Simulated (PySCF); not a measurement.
**SeF6: one-bond stretch**

Level of theory: r2SCAN in PySCF with Se def2-TZVP, F def2-TZVP; no relativity; density-fitted integrals.

Rigid scan from the singlet minimum (Se–F 1.698 Å (×6); F–Se–F 90.0° (×12), F–Se–F 180.0° (×3)). Coordinate: the bond from Se to the last atom (F) scaled, the rest fixed. Energies in kJ/mol from the minimum.

```csv
scale of one bond,E (kJ/mol),dipole size (D)
0.92,34.9,0.56
0.96,7.6,0.28
1.00,0.0,0.00
1.05,8.9,0.34
1.12,41.7,0.81
1.20,93.0,1.31
1.35,196.8,2.10
1.55,314.5,–
1.80,414.2,–
2.20,494.3,–
```

At long bonds a restricted determinant can lie too high, and another spin state can fall below this curve.
